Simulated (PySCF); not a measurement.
Zero-point energy (kcal/mol) of eight silicon and germanium compounds: PBE-D3(BJ) beside ωB97X-D3(BJ), computed with PySCF for isolated molecules in the bases named; differences from unrounded values. The eight are the first of their class met in an unordered collection, after screening for sound electronic states; none was chosen by its value. Each level has its own optimised geometry.

| molecule | basis | ωB97X-D3(BJ) | PBE-D3(BJ) | difference |
|---|---|---|---|---|
| C₃H₇FOSi, SMILES [Si@@H](O)(F)CC=C | def2-SVP | 61.03 | ? | ? |
| CH7ClOSi2, SMILES [Si@@H]([SiH2]C)(Cl)O | def2-SVP | 50.08 | ? | ? |
| Cl4H2Si2, SMILES [SiH2]([Si](Cl)(Cl)Cl)Cl | def2-SVP | 16.12 | 15.23 | -0.89 |
| C3H7NOSi, SMILES N1CC=CO[SiH2]1 | def2-SVP | 63.37 | ? | ? |
| H11NSi4, SMILES [SiH3]N[SiH2][SiH2][SiH3] | def2-SVP | 64.23 | 61.01 | -3.21 |
| GeCl4, SMILES [Cl][Ge]([Cl])([Cl])[Cl] | def2-SVP | 3.75 | 3.45 | -0.30 |
| CH₃FO₃Si, SMILES O=CO[Si@@H](O)F | def2-SVP | 32.80 | 31.34 | -1.46 |
| CH7F2NSi2, SMILES C[Si](F)(F)[SiH2]N | def2-SVP | 54.83 | 52.70 | -2.13 |

### Question
Complete the blanks. (Estimate from the structure and the level; the computed values follow.)

### Answer

- C3H7NOSi, SMILES N1CC=CO[SiH2]1, PBE-D3(BJ): 60.54
- C3H7NOSi, SMILES N1CC=CO[SiH2]1, difference: -2.83
- CH7ClOSi2, SMILES [Si@@H]([SiH2]C)(Cl)O, PBE-D3(BJ): 47.98
- CH7ClOSi2, SMILES [Si@@H]([SiH2]C)(Cl)O, difference: -2.09
- C₃H₇FOSi, SMILES [Si@@H](O)(F)CC=C, PBE-D3(BJ): 58.61
- C₃H₇FOSi, SMILES [Si@@H](O)(F)CC=C, difference: -2.42

PBE-D3(BJ) lies below ωB97X-D3(BJ) in 8 and above it in 0 of the eight; the mean signed difference is -1.92 and the largest -3.21 kcal/mol.
